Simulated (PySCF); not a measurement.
ZrF2, SMILES [F][Zr][F] (connectivity only; charge and spin as stated), neutral, multiplicity 3.

The structure is a stationary point at PBE0-D3(BJ)/def2-TZVP. The spin state was assumed, not searched. The def2 effective core potentials stand for the cores of Zr; spin–orbit coupling is left out.

Calculation: PBE0-D3(BJ)/def2-TZVP run with PySCF.

Frequencies are harmonic and unscaled.

```csv
mode,ν (cm⁻¹),IR (km/mol),moving atoms (share of kinetic energy)
1,116,9.1,"F 78 %, Zr 22 %"
2,638,54.0,F 93 %
3,651,192.1,"F 74 %, Zr 26 %"
```
